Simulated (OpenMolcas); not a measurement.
**Multiconfigurational calculation on Pd2+**

Pd2+ among 4 point charges of -2 e arranged as a tetrahedron (Td), 2.04 Å from the ion.

Input:

```
&GATEWAY
Coord
1

Pd 0.0 0.0 0.0
Basis=ANO-RCC-VDZP
Group=NoSym
NoMove
AngMom=0.0 0.0 0.0
AMFI
XField
4 Angstrom 0
1.177795 1.177795 1.177795 -2.000000
1.177795 -1.177795 -1.177795 -2.000000
-1.177795 1.177795 -1.177795 -2.000000
-1.177795 -1.177795 1.177795 -2.000000
&SEWARD
&RASSCF
FileOrb=start.orb
Symmetry=1
Spin=3
nActEl=8 0 0
Inactive=18
Ras2=5
CIRoot=10 10 1
SDav=10
CIMx=300
Iter=120 100
PrWF=0.3
OrbListing=Nothing
MaxOrb=0
>>> COPY $Project.JobIph JOB001
&RASSCF
FileOrb=start.orb
Symmetry=1
Spin=1
nActEl=8 0 0
Inactive=18
Ras2=5
CIRoot=15 15 1
SDav=15
CIMx=300
Iter=120 100
PrWF=0.3
OrbListing=Nothing
MaxOrb=0
>>> COPY $Project.JobIph JOB002
&RASSI
NrOfJobIphs=2 10 15
1 2 3 4 5 6 7 8 9 10
1 2 3 4 5 6 7 8 9 10 11 12 13 14 15
IphNames
JOB001
JOB002
EJob
SpinOrbit
DIPRint=1.0
SOCoupling=1000.0
Subsets=2
Property=9
'ANGMOM' 1 'ANGMOM' 2 'ANGMOM' 3 'MLTPL  1' 1 'MLTPL  1' 2 'MLTPL  1' 3
'AMFI' 1 'AMFI' 2 'AMFI' 3
SOProperty=3
'ANGMOM' 1 'ANGMOM' 2 'ANGMOM' 3
```

Launched by
```bash
OMP_NUM_THREADS=1 MOLCAS_MEM=1689 MOLCAS_PROJECT=a pymolcas a.inp > a.log  # once for each step of the input, in one work folder
```

A driver script runs the steps one by one and writes start.orb anew before each from the orbitals found so far.

Output, cut to the results:

```
--- SEWARD ---
Basis set label: PD.ANO-RCC...6S5P3D1F.

      Electronic valence basis set:
      ------------------
      Associated Effective Charge  46.000000 au
      Associated Actual Charge     46.000000 au
      Nuclear Model: Point charge

      Shell  nPrim  nBasis  Cartesian Spherical Contaminant
         s      21       6        X
         p      18       5        X
         d      13       3                 X
         f       6       1                 X
                  Relativistic Douglas-Kroll-Hess integrals:
                    - DKH order of Hamiltonian: 2
                    - DKH order of Properties : 0
                  Atomic mean-field integrals
--- RASSCF ---
Wave function specifications:
      -----------------------------

      Number of closed shell electrons          36
      Number of electrons in active shells       8
      Max number of holes in RAS1 space          0
      Max nr of electrons in RAS3 space          0
      Number of inactive orbitals               18
      Number of active orbitals                  5
      Number of secondary orbitals              20
      Spin quantum number                      1.0
      State symmetry                             1
Orbital specifications:
      -----------------------

      Symmetry species                           1
                                                 a
      Frozen orbitals                            0
      Inactive orbitals                         18
      Active orbitals                            5
      RAS1 orbitals                              0
      RAS2 orbitals                              5
      RAS3 orbitals                              0
      Secondary orbitals                        20
      Deleted orbitals                           0
      Number of basis functions                 43
      Number of CSFs                            10
      Number of root(s) required                10
      Iter CI   SX   CI       RASSCF       Energy    max ROT     max BLB   max BLB  Level Ln srch  Step   QN
          iter iter root      energy       change     param      element    value   shift minimum  type update
 Nr of preliminary CI iterations:   1
      Total energies have been shifted. Add                -5000.00 au
        1   1    8    0   -44.96341803    0.00E+00  -1.22E-01*  20  33 1  3.82E-01*  0.20   0.00    SX    NO
        2   1    8    0   -45.14975162   -1.86E-01*  3.35E-02   18  31 1  1.62E-01*  0.42   0.00    SX    NO
        3   1    8    0   -45.17382472   -2.41E-02*  1.35E-02   19  32 1  4.03E-02*  0.33   0.00    SX    NO
        4   1    8    0   -45.17755427   -3.73E-03*  7.73E-03   17  30 1  1.74E-02*  0.36   0.00    SX    NO
        5   1    7    0   -45.17834502   -7.91E-04* -4.34E-03   17  30 1 -7.28E-03*  0.35   0.93    QN   YES
        6   1    7    0   -45.17854752   -2.02E-04* -2.70E-03   20  26 1  2.99E-03*  0.35   1.63    LS   YES
        7   1    7    0   -45.17858281   -3.53E-05* -4.67E-04   20  33 1 -1.22E-03*  0.35   1.01    QN   YES
        8   1    6    0   -45.17858533   -2.53E-06*  1.30E-04   20  33 1 -2.69E-04*  0.35   1.19    QN   YES
        9   1    5    0   -45.17858554   -2.14E-07*  4.78E-05   23  36 1  1.02E-04*  0.35   1.22    QN   YES
       10   1    5    0   -45.17858556   -1.44E-08*  6.32E-06   21  34 1  1.48E-05   0.35   1.10    QN   YES
       11   1    3    0   -45.17858556   -3.87E-10   7.33E-07   18  28 1 -2.82E-06   0.35   1.15    QN   YES
      Convergence after 11 iterations
       12   1    3    0   -45.17858556   -1.09E-11   7.33E-07   18  28 1 -4.42E-07   0.35   1.15    QN   YES
      Natural orbitals and occupation numbers for root  1
      sym 1:   1.043535   1.043535   1.956465   1.956465   2.000000
      Natural orbitals and occupation numbers for root  2
      sym 1:   1.019859   1.019859   1.980141   2.000000   1.980141
      Natural orbitals and occupation numbers for root  3
      sym 1:   1.966421   1.033579   1.033579   1.966421   2.000000
::    RASSCF root number  1 Total energy:  -5045.20590720
::    RASSCF root number  2 Total energy:  -5045.20590720
::    RASSCF root number  3 Total energy:  -5045.20590720
::    RASSCF root number  4 Total energy:  -5045.19462257
::    RASSCF root number  5 Total energy:  -5045.19462257
::    RASSCF root number  6 Total energy:  -5045.19462257
::    RASSCF root number  7 Total energy:  -5045.18129801
::    RASSCF root number  8 Total energy:  -5045.13432276
...
--- RASSI ---
SPIN-FREE ENERGIES:
  (Shifted by EMIN (a.u.) =      -5045.2059071956)

 SF State       Relative EMIN(au)   Rel lowest level(eV)    D:o, cm**(-1)      L_eff

     1             0.0000000000        0.0000000000              0.0000         3.0
     2             0.0000000000        0.0000000000              0.0000         3.0
     3             0.0000000000        0.0000000000              0.0000         3.0
     4             0.0112846238        0.3070702556           2476.6886         3.0
     5             0.0112846238        0.3070702556           2476.6886         3.0
     6             0.0112846238        0.3070702556           2476.6886         3.0
     7             0.0246091808        0.6696499249           5401.0909         3.0
    11             0.0590912299        1.6079542797          12969.0259         2.1
    12             0.0590912299        1.6079542797          12969.0259         2.1
    13             0.0590912299        1.6079542797          12969.0259         2.1
    14             0.0610423693        1.6610474893          13397.2515         2.4
    15             0.0610423693        1.6610474893          13397.2515         2.4
    10             0.0715844351        1.9479117141          15710.9675         1.0
     8             0.0715844351        1.9479117141          15710.9675         1.0
     9             0.0715844351        1.9479117141          15710.9675         1.0
    16             0.0890767528        2.4239019251          19550.0875         3.9
    17             0.0890767528        2.4239019251          19550.0875         3.9
    18             0.0890767528        2.4239019251          19550.0875         3.9
    19             0.0944079200        2.5689703761          20720.1434         4.0
    20             0.0944079200        2.5689703761          20720.1434         4.0
    21             0.0944079200        2.5689703761          20720.1434         4.0
...
```

Spin-orbit levels above the lowest (labels of Td):

```
E (cm-1)  Degeneracy  Label      2S+1
     0.0           1     A1         3
   576.3           3     T1         3
    1266           2      E         3
    2340           3     T2         3
    4800           3     T2         3
    5096           3     T1         3
    5686           1     A2         3
    6233           2      E         3
    8601           3     T2         3
   14505           2      E  1 (58 %)
   14722           3     T2  1 (56 %)
   18818           3     T2  3 (65 %)
   18909           3     T1         3
   19010           2      E  3 (60 %)
   19200           1     A1         3
   22178           3     T2         1
   23260           3     T1         1
   23666           1     A1         1
   24225           2      E         1
   50841           1     A1         1
```

An orbital triplet at a regular site is open to Jahn-Teller coupling, which can distort the site and quench the lowest spin-orbit gaps and is left out. Without dynamic correlation the repulsion within the d shell is too large (B by tens of per cent), so at a given field states of lower spin stand too high. Real 4d8 and 5d8 ions are as a rule square planar and diamagnetic. This is an electrostatic model: the charges have no orbitals. No measured value stands beside these numbers.

The RASSCF and RASSI steps took 5.6 s on 1 thread of Arm Neoverse V1, on a shared host; the integral step is not counted.
